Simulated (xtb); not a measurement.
Te(Me)(NH2) (CH₅NTe), SMILES N[Te]C. All values are semi-empirical tight-binding results from xtb (GFN2-xTB unless named), good for trends rather than for accurate numbers. The structure is a stationary point at GFN2-xTB. Other conformers were not sampled.

Computed properties:
point group as xtb finds it: Cs
orbital gap: 4.13 eV
zero-point energy: 38.0 kcal/mol
G − E(el) at 298.15 K (modified RRHO): 19.4 kcal/mol
static polarisability (D4 model): 63.8 bohr³
solvation energy, GFN2-xTB/ALPB(water): -3.6 kcal/mol
solvation energy, GFN2-xTB/ALPB(toluene): -3.9 kcal/mol
